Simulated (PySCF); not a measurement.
Bond stretch in BeH (cation, charge +1), singlet. Each curve is given relative to its own lowest point near equilibrium.

```csv
R / Å,A,B,C
1.07,15.7,17.0,17.1
1.13,7.9,8.9,9.0
1.20,2.6,3.1,3.3
1.23,1.3,1.6,1.8
1.30,0.0,0.0,0.1
1.33,0.1,0.0,0.0
1.38,0.8,0.7,0.5
1.42,1.9,1.7,1.4
1.44,2.6,2.4,2.0
1.53,6.6,6.5,5.5
1.64,12.7,13.0,11.3
1.78,21.3,22.7,19.7
1.99,34.0,38.2,32.7
2.20,45.0,50.4,43.7
2.40,53.3,57.3,51.2
2.67,61.3,63.1,57.8
2.90,65.6,66.1,61.3
3.24,69.3,68.8,64.4
3.60,70.9,70.2,66.1
4.01,71.5,70.8,66.9
4.70,71.7,71.1,66.8
5.26,71.7,71.2,66.3
```

Energies in kcal/mol.

Match the curves with the methods CCSD(T) on RHF/cc-pVTZ (PySCF 2.14.0); unrestricted BLYP/cc-pVTZ run with PySCF; unrestricted wB97X-V/cc-pVTZ in PySCF 2.14.0.

A is RCCSD(T); B is UKS-wB97X-V; C is UKS-BLYP.

The unrestricted determinant behind UKS-wB97X-V is spin-contaminated at 2.20 to 5.26 Å (<S²> up to 1.0, against 0.00 for a pure singlet). The T1 diagnostic of CCSD on the restricted reference of RCCSD(T) exceeds 0.045 at 2.67 to 5.26 Å. The unrestricted determinant behind UKS-BLYP is spin-contaminated at 2.20 to 5.26 Å (<S²> up to 0.8, against 0.00 for a pure singlet). At the longest distance UKS-BLYP leaves fractional charges on the fragments, a sign of delocalisation error or of the restricted form.
